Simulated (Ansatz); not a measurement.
A nudged elastic band was laid between two geometries of H$_{4}$O$_{2}$SSn (8 atoms, charge 0, multiplicity 1).

Computed with Ansatz, RKS PBE0/def2-SVP.

```json
{
 "movable images": "7",
 "climbing image": "yes",
 "spring": "5.0 eV/Å²",
 "optimiser": "quadratic models (default)",
 "start path": "through a guess of the saddle point",
 "force threshold": "0.03 eV/Å",
 "iteration limit": "60",
 "end points": "relaxed"
}
```

Initial state:

```xyz
8
Properties=species:S:1:pos:R:3
O -0.878 1.544 -0.773
Sn 0.052 0.345 0.498
O 1.570 -0.501 -0.458
S -1.256 -1.592 1.060
H -1.456 1.054 -1.371
H 0.525 1.348 1.792
H 1.971 0.096 -1.102
H -0.436 -2.351 0.297
```

Final state:

```xyz
8
Properties=species:S:1:pos:R:3
O -0.653 0.497 -1.113
Sn -0.807 0.935 0.905
O 1.490 0.552 0.315
S -0.747 -1.512 1.412
H -1.036 1.141 -1.719
H 1.560 -0.360 0.647
H 1.092 0.445 -0.584
H -0.807 -1.755 0.081
```

Problem. What changes between the two ends?

Solution. Bonds broken: Sn2–H6. Bonds formed: O3–H6.

Problem. Give the energies along the band, and the barrier.

Solution. The forces met the threshold. The highest image is number 4 of 0 to 8, 182.5 kJ/mol above the first end and 282.3 kJ/mol above the last; the last end lies 99.8 kJ/mol below the first. Neighbouring images differ by up to 2.5 eV, so the band resolves the path poorly. A vibrational analysis at the climbing image gives 2 clearly imaginary modes (1240i, 96i cm⁻¹): a point of higher order, so a lower path passes nearby. The orbitals stay closed-shell, which can raise the energy where a bond breaks towards radicals; this wasn't checked here.

| image | path coordinate (Å) | energy (kJ/mol) | Sn2–H6 (Å) | O3–H6 (Å) |
| --- | --- | --- | --- | --- |
| 0 | 0.00 | 0.0 | 1.70 | 3.09 |
| 1 | 1.04 | 2.9 | 1.70 | 2.99 |
| 2 | 2.07 | 4.7 | 1.70 | 2.93 |
| 3 | 3.11 | 23.4 | 1.70 | 2.74 |
| 4 | 4.14 | 182.5 | 1.76 | 1.59 |
| 5 | 5.25 | -54.8 | 2.63 | 0.97 |
| 6 | 6.35 | -81.2 | 3.01 | 0.97 |
| 7 | 7.45 | -81.3 | 2.94 | 0.97 |
| 8 | 8.56 | -99.8 | 2.71 | 0.97 |

Problem. What is the geometry of the highest image?

Solution. 
```xyz
8
Properties=species:S:1:pos:R:3
O -1.089 0.979 -1.137
Sn -0.132 0.462 0.525
O 1.869 0.432 -0.172
S -0.898 -1.813 0.949
H -2.042 1.067 -1.012
H 1.368 1.137 1.166
H 2.365 -0.394 -0.054
H -1.350 -1.926 -0.321
```

Run time: 5.4 min on 2 threads of Arm Neoverse V1 (shared host), peak memory 0.24 GiB.
